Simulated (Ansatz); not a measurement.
`[SiH3]I` → I• + `[SiH3]`•  (homolysis of the I–Si bond)

Isolated molecules relaxed with PBE0-D4/def2-TZVP in Ansatz; ΔE leaves out vibrations. CCSD(T)/CBS is the MP2 limit (def2-TZVPP, def2-QZVPP) plus CCSD(T) − MP2 in def2-TZVPP, frozen cores. This one scheme is used for every species, atoms too. DFT in def2-TZVPP. B3LYP here is the variant with VWN-RPA as its local correlation; programs differ in this. Open shells (•) are unrestricted, without spin–orbit coupling. Spin–orbit coupling would lower the free atoms: strongly for I. Elements past krypton have def2 core potentials. Bonds to I are less sure, by a few kJ/mol each and by 10 to 20 or more in all where they break to atoms, as the def2 sets lack core-valence functions.

CCSD(T)/CBS gives +354.1 kJ/mol.

Another level gave +329.5 kJ/mol. Which?
A. BLYP/def2-TZVPP
B. B3LYP/def2-TZVPP
C. RPA@PBE/def2-TZVPP
D. r2SCANh-D4/def2-TZVPP

D. r2SCANh-D4 329.5, B3LYP 317.1, BLYP 310.4, RPA@PBE/def2-TZVPP 298.6 kJ/mol.

Largest T1 diagnostic among the species: 0.015.

The D4 term adds +9.0 kJ/mol with B3LYP and +4.7 kJ/mol with PBE0; it sums over pairs of atoms, weighted by their polarisabilities, and B3LYP, whose exchange is more repulsive, gets the larger term. At CCSD(T), def2-SVP lies −53.1 kJ/mol from the extrapolated value and def2-TZVPP −23.7 kJ/mol: correlation converges slowly with the basis, and small sets miss more of it in the bonded molecule than in its fragments. From r2SCAN to r2SCAN0 (25 % exact exchange), in def2-TZVPP and without D4, ΔE moves by −3.2 kJ/mol: exact exchange takes away binding that semilocal exchange gives to molecules.

CCSD(T)/CBS has its own doubt, a few kJ/mol and more with outer-core shells, so smaller differences from it don't rank the levels.
